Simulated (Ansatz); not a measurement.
Consider the isomerisation: `[NH2][GaH][SiH2]O` → `[NH2][GaH][O][SiH3]`.

Gas-phase electronic energies from Ansatz, PBE0-D4/def2-TZVP geometries. CBS: MP2 limit from def2 TZ/QZ plus the TZ coupled-cluster correction, frozen cores. Functionals use def2-TZVPP. For Ga outer-core shells are correlated without core-valence functions, which leaves a few kJ/mol of doubt a bond. Scalar relativity is left out up to krypton. One conformer a species, not always the lowest.

```
        level  ΔE (eV)
       PBE-D4    -0.52
HF/def2-TZVPP    -1.00
```

(1) What does CCSD(T)/CBS give? (Best estimate.)

Largest T1 diagnostic among the species: 0.014.

Results:

(1) The calculation gave: -0.74 eV. The listed levels differ from it by 0.22, -0.26 eV.

From PBE to PBE0 (25 % exact exchange), in def2-TZVPP and without D4, ΔE moves by −0.08 eV. In def2-TZVPP, CCSD(T) changes the Hartree–Fock value by +0.20 eV (the triples alone add +0.02 eV) and MP2 by +0.13 eV.
